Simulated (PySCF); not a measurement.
**LaSCl: fields on a plane**

Computed with PBE0/[La def2-TZVP with ECP46, S def2-TZVP, Cl def2-TZVP], scalar-relativistic core potentials, density fitting, no spin–orbit coupling, PySCF.

The singlet minimum has La–Cl 2.620 Å, La–S 2.417 Å; Cl–La–S 111.9°.

The plane holds La1 at (0.00, 0.00), S2 at (2.42, 0.00), Cl3 at (-0.98, 2.43) Å. Columns run from x = -2.85 to 4.65 Å, rows from y = 4.65 (top) to -1.95 Å, in steps of 0.3 Å. Other isomers or separated fragments may lie lower. Core electrons replaced by a potential are absent, the electrostatic potential uses the reduced nuclear charge, and values within about 0.7 Å of such atoms have no physical meaning.

Task: Give the electron density (e/Å³) (cut at 5 e/Å³). Lower edges of the bins (e/Å³): '_' 0.000, '.' 0.030, ':' 0.076, '-' 0.151, '=' 0.268, '+' 0.455, '*' 0.750, '#' 1.218, '%' 1.960, '@' 3.136; top 5.00, each point printed twice.

Result: 
```
____________________________________________________
____________________________________________________
__________........__________________________________
______....::::::::..________________________________
____..::--==++====--..______________________________
____::--++**####**==::..____________________________
__..::==**##@@%%##++--::____________________________
__..--++##@@@@@@%%**==::..__________________________
__..--++##@@@@@@%%**==::..__________________________
__..::==**##%%%%##++==::..__________________________
__..::--++**##****==--::..................__________
____..::--==++++====--::::..::::::--::::....________
______..::----==++++++==--------========--::..______
______....::==++########++====++******++==--::..____
________..--++####****####++++**##%%%%##**==::..____
________..--**##**____**##**++**%%@@@@%%**==--..____
________..--**##**____**##**++**%%@@@@%%**==--..____
________..--++####****####++++**##%%%%##++==::..____
________..::==++########++====++******++==--..______
__________..::--++++++++--------========--::..______
____________..::::----::::..::::::----::....________
________________..........................__________
____________________________________________________
```

Task: Give the lowest empty orbital (Å^-3/2) at -2.45 eV (cut at ±0.3; overall sign arbitrary). Every second row and column.

Result: 
```
 0.00  0.00  0.00  0.00  0.00  0.00  0.00  0.00  0.00  0.00  0.00  0.00  0.00
 0.00  0.01  0.00  0.00  0.00  0.00  0.00  0.00  0.00  0.00  0.00  0.00  0.00
 0.01  0.01  0.01  0.00 -0.01  0.00  0.00  0.00  0.00  0.00  0.00  0.00  0.00
 0.01  0.01  0.01 -0.01 -0.03 -0.01  0.01  0.01  0.01  0.00  0.00  0.00  0.00
 0.01  0.01  0.00  0.05 -0.06  0.00  0.02  0.02  0.01  0.00  0.00  0.00  0.00
 0.02  0.02 -0.01 -0.06 -0.05  0.01  0.04  0.02  0.00 -0.01 -0.01 -0.01  0.00
 0.03  0.02 -0.01 -0.07 -0.09  0.00  0.04  0.01 -0.02 -0.04 -0.02 -0.01  0.00
 0.04  0.04  0.00 -0.14 -0.24 -0.05 -0.04 -0.04 -0.07 -0.06 -0.04 -0.01  0.00
 0.05  0.06  0.04 -0.12 -0.20 -0.03 -0.21 -0.09 -0.06 -0.01 -0.01  0.00  0.00
 0.06  0.08  0.09  0.03 -0.13 -0.23 -0.16 -0.05 -0.01  0.03  0.02  0.01  0.01
 0.06  0.09  0.11  0.12  0.08  0.02  0.00  0.01  0.02  0.03  0.02  0.01  0.01
 0.05  0.08  0.10  0.12  0.11  0.09  0.06  0.04  0.03  0.02  0.02  0.01  0.01
```

Stability towards spin polarisation was not tested.
